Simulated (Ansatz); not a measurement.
Computed with Ansatz on PBE0-D4/def2-TZVP structures; ΔE is electronic, products minus reactants. CCSD(T)/CBS adds triple-zeta CCSD(T) − MP2 to the extrapolated MP2 energy (def2 sets, frozen cores). Functionals use def2-TZVPP. B3LYP here is the variant with VWN-RPA as its local correlation; programs differ in this. def2 core potentials past Kr. For Sn outer-core shells are correlated without core-valence functions, which leaves a few kJ/mol of doubt a bond. Each species was taken in one conformer, which may not be the lowest.

Reaction (cleavage of the Sn–Si bond): `C[SiH](Cl)[SnH3]` + `NCF` → `FC[NH][SnH3]` + `C[SiH2]Cl`

CCSD(T)/CBS gives +0.31 eV.

(1) Another level gave +0.28 eV. Which?
A. CCSD(T)/def2-TZVPP
B. B3LYP/def2-TZVPP
C. HF/def2-TZVPP
D. PBE0-D4/def2-TZVPP

Largest T1 diagnostic among the species: 0.013.

Results:

(1) A. CCSD(T)/def2-TZVPP 0.28, PBE0-D4 0.45, HF/def2-TZVPP 0.22, B3LYP 0.32 eV.

In def2-TZVPP, CCSD(T) changes the Hartree–Fock value by +0.05 eV (the triples alone add −0.00 eV) and MP2 by +0.05 eV.
